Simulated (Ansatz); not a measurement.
Born–Oppenheimer molecular dynamics of ClH5InNSi (9 atoms, charge 0, multiplicity 1). It starts at the highest image of a converged band, a first-order saddle point between two minima.

Computed with Ansatz 0.2.0, RKS PBE-D4/def2-SVP.

```yaml
ensemble: NVE (velocity Verlet)
time_step: 0.5 fs
steps_asked: 200
starting_velocities_drawn_for: 300 K
seed: 10549
```

Frames 2.5 fs apart, positions in Å, forces in eV/Å.

Velocities at 25.0 fs (Å/ps):

```
In 0.12 -1.27 -0.52
Si 1.05 0.93 0.65
N -0.68 0.44 0.94
H 11.19 -3.90 -23.09
Cl -1.37 3.74 0.87
H -2.14 7.52 19.89
H 0.60 -15.57 -2.32
H 6.96 -16.20 2.84
H -1.76 8.63 0.14
```

```xyz
9
Properties=species:S:1:pos:R:3:forces:R:3 time_fs=25.0 energy_less_start_eV=0.133 T=154
In -1.513 -1.365 -1.746 -0.18 -0.23 -0.10
Si 0.802 -0.128 0.889 -0.99 -0.15 0.64
N 0.266 -0.726 -0.690 1.00 0.52 0.65
H -1.080 1.179 -0.991 0.28 0.00 0.10
Cl -2.267 1.739 -0.920 0.00 -0.09 -0.06
H -0.260 0.880 1.361 0.46 -0.18 -0.05
H 2.190 0.459 0.886 -0.02 0.20 -0.24
H 0.906 -1.168 2.021 -0.11 0.15 -0.35
H 1.196 -0.995 -1.070 -0.45 -0.20 -0.60
9
Properties=species:S:1:pos:R:3:forces:R:3 time_fs=27.5 energy_less_start_eV=0.148 T=137
In -1.513 -1.369 -1.747 -0.19 -0.22 -0.07
Si 0.803 -0.126 0.891 -1.12 -0.40 0.90
N 0.266 -0.724 -0.686 0.57 0.66 0.67
H -1.052 1.173 -1.045 -0.50 0.33 0.21
Cl -2.270 1.748 -0.918 0.81 -0.47 -0.15
H -0.249 0.891 1.407 0.58 -0.33 -0.19
H 2.192 0.428 0.873 0.14 0.31 -0.22
H 0.920 -1.202 2.016 -0.15 0.35 -0.50
H 1.181 -0.980 -1.088 -0.15 -0.24 -0.64
9
Properties=species:S:1:pos:R:3:forces:R:3 time_fs=30.0 energy_less_start_eV=0.093 T=197
In -1.513 -1.372 -1.749 -0.13 -0.17 -0.01
Si 0.803 -0.125 0.895 -0.56 -0.55 0.57
N 0.268 -0.719 -0.680 0.33 0.59 0.34
H -1.051 1.185 -1.086 -0.61 0.35 0.27
Cl -2.272 1.756 -0.916 0.92 -0.52 -0.20
H -0.206 0.884 1.443 0.31 -0.13 -0.17
H 2.203 0.414 0.847 0.06 0.30 -0.15
H 0.924 -1.215 1.982 -0.14 0.25 -0.30
H 1.156 -0.978 -1.143 -0.18 -0.12 -0.36
9
Properties=species:S:1:pos:R:3:forces:R:3 time_fs=32.5 energy_less_start_eV=0.054 T=241
In -1.513 -1.375 -1.750 -0.04 -0.11 0.08
Si 0.801 -0.124 0.901 0.39 -0.58 -0.20
N 0.273 -0.711 -0.672 0.17 0.36 -0.24
H -1.082 1.216 -1.113 0.03 0.06 0.19
Cl -2.273 1.764 -0.914 0.26 -0.20 -0.11
H -0.146 0.871 1.469 -0.20 0.30 0.01
H 2.216 0.418 0.813 -0.17 0.19 -0.03
H 0.921 -1.216 1.931 -0.07 -0.12 0.15
H 1.119 -0.983 -1.218 -0.36 0.10 0.14
9
Properties=species:S:1:pos:R:3:forces:R:3 time_fs=35.0 energy_less_start_eV=0.106 T=183
In -1.513 -1.379 -1.751 0.03 -0.05 0.17
Si 0.799 -0.126 0.906 1.01 -0.43 -0.82
N 0.277 -0.702 -0.665 -0.40 0.24 -0.54
H -1.111 1.251 -1.128 0.82 -0.30 0.05
Cl -2.273 1.771 -0.913 -0.57 0.18 0.04
H -0.096 0.875 1.496 -0.50 0.52 0.11
H 2.219 0.433 0.778 -0.31 0.07 0.10
H 0.914 -1.223 1.889 0.01 -0.42 0.52
H 1.062 -0.983 -1.286 -0.09 0.18 0.37
9
Properties=species:S:1:pos:R:3:forces:R:3 time_fs=37.5 energy_less_start_eV=0.123 T=165
In -1.513 -1.382 -1.752 0.02 0.00 0.24
Si 0.800 -0.128 0.909 0.91 -0.22 -0.68
N 0.280 -0.692 -0.660 -1.12 0.29 -0.46
H -1.096 1.270 -1.139 0.51 -0.19 0.12
Cl -2.274 1.779 -0.912 -0.27 0.05 -0.02
H -0.074 0.907 1.528 -0.31 0.18 -0.06
H 2.205 0.452 0.748 -0.23 0.01 0.20
H 0.907 -1.253 1.876 0.02 -0.24 0.43
H 1.003 -0.973 -1.333 0.47 0.13 0.24
9
Properties=species:S:1:pos:R:3:forces:R:3 time_fs=40.0 energy_less_start_eV=0.151 T=134
In -1.513 -1.386 -1.754 -0.02 0.03 0.27
Si 0.803 -0.130 0.911 0.42 -0.16 -0.09
N 0.279 -0.680 -0.657 -1.31 0.26 -0.54
H -1.054 1.278 -1.142 -0.38 0.12 0.31
Cl -2.275 1.786 -0.910 0.63 -0.33 -0.21
H -0.071 0.948 1.556 0.02 -0.35 -0.32
H 2.179 0.472 0.729 0.03 0.01 0.23
H 0.901 -1.296 1.887 0.01 0.25 0.06
H 0.968 -0.955 -1.365 0.59 0.17 0.29
9
Properties=species:S:1:pos:R:3:forces:R:3 time_fs=42.5 energy_less_start_eV=0.179 T=103
In -1.513 -1.389 -1.755 -0.03 0.05 0.27
Si 0.807 -0.133 0.913 0.01 -0.21 0.27
N 0.272 -0.667 -0.657 -1.02 0.14 -0.81
H -1.031 1.292 -1.128 -0.70 0.19 0.35
Cl -2.275 1.793 -0.909 0.94 -0.44 -0.26
H -0.067 0.971 1.566 0.15 -0.60 -0.40
H 2.155 0.493 0.725 0.29 0.03 0.22
H 0.896 -1.325 1.901 0.02 0.56 -0.21
H 0.968 -0.926 -1.379 0.33 0.26 0.55
9
Properties=species:S:1:pos:R:3:forces:R:3 time_fs=45.0 energy_less_start_eV=0.111 T=178
In -1.512 -1.393 -1.755 0.00 0.06 0.26
Si 0.810 -0.137 0.915 -0.07 -0.20 0.12
N 0.260 -0.654 -0.659 -0.76 0.15 -0.66
H -1.046 1.316 -1.094 -0.19 -0.01 0.23
Cl -2.274 1.800 -0.909 0.42 -0.23 -0.15
H -0.055 0.959 1.552 0.01 -0.44 -0.25
H 2.147 0.515 0.733 0.32 -0.04 0.19
H 0.892 -1.322 1.905 0.06 0.51 -0.20
H 0.988 -0.882 -1.361 0.21 0.20 0.46
9
Properties=species:S:1:pos:R:3:forces:R:3 time_fs=47.5 energy_less_start_eV=0.050 T=245
In -1.512 -1.396 -1.756 0.03 0.05 0.22
Si 0.814 -0.140 0.918 0.16 -0.08 -0.42
N 0.245 -0.640 -0.665 -0.50 0.24 -0.25
H -1.071 1.339 -1.046 0.67 -0.34 0.09
Cl -2.272 1.806 -0.908 -0.47 0.12 -0.02
H -0.044 0.923 1.525 -0.33 0.03 0.07
H 2.157 0.535 0.753 0.12 -0.18 0.14
H 0.891 -1.290 1.898 0.11 0.10 0.07
H 1.021 -0.827 -1.317 0.20 0.05 0.10
9
Properties=species:S:1:pos:R:3:forces:R:3 time_fs=50.0 energy_less_start_eV=0.041 T=255
In -1.512 -1.400 -1.757 0.01 0.04 0.16
Si 0.818 -0.144 0.919 0.27 0.21 -0.86
N 0.229 -0.625 -0.672 0.14 0.31 -0.05
H -1.060 1.343 -0.991 0.56 -0.33 0.09
Cl -2.271 1.812 -0.908 -0.35 0.08 -0.04
H -0.052 0.888 1.502 -0.54 0.40 0.31
H 2.174 0.544 0.782 -0.11 -0.28 0.07
H 0.897 -1.253 1.896 0.15 -0.39 0.38
H 1.065 -0.768 -1.266 -0.13 -0.04 -0.06
9
Properties=species:S:1:pos:R:3:forces:R:3 time_fs=52.5 energy_less_start_eV=0.042 T=254
In -1.512 -1.403 -1.757 -0.05 0.02 0.08
Si 0.822 -0.148 0.919 -0.15 0.49 -0.59
N 0.212 -0.609 -0.679 0.83 0.41 0.13
H -1.020 1.329 -0.932 -0.37 -0.03 0.09
Cl -2.270 1.818 -0.908 0.59 -0.29 -0.07
H -0.090 0.875 1.495 -0.29 0.24 0.25
H 2.185 0.538 0.814 -0.19 -0.26 -0.03
H 0.912 -1.237 1.915 0.13 -0.47 0.33
H 1.101 -0.711 -1.218 -0.50 -0.11 -0.20
```

Of the whole run (100 fs, mean temperature of the second half 363 K): The conserved energy stayed within 0.082 meV per atom of its start (net change 0.047 meV per atom), so the integration is sound. A run of 0.1 ps of so small a system gives no equilibrium averages. The orbitals stay closed-shell, which can raise the energy where a bond breaks towards radicals; this wasn't checked here.

The run took 4.2 min on 2 threads of Intel(R) Xeon(R) Platinum 8488C (Sapphire Rapids), on a shared host, peak memory 0.16 GiB.
